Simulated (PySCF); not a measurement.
Si(CCH)3(F) (C₆H₃FSi), SMILES C#C[Si](F)(C#C)C#C. Geometry: PBE-D3(BJ)/def2-SVP.

Computed equilibrium geometry at PBE-D3(BJ)/def2-SVP (PySCF confirms it by a frequency run) as a Z-matrix, and its point group:
point group C3v.
```
Si
F 1 1.6356
C 1 1.8253 2 108.37
C 3 1.2281 2 146.83 1 180.00
H 4 1.0828 2 156.67 1 180.00
C 1 1.8253 2 108.37 3 120.00
C 6 1.2281 2 146.83 1 -180.00
H 7 1.0828 2 156.67 1 -180.00
C 1 1.8253 2 108.37 3 -120.00
C 9 1.2281 2 146.83 1 180.00
H 10 1.0828 2 156.67 1 180.00
```
Charge 0, spin multiplicity 1.
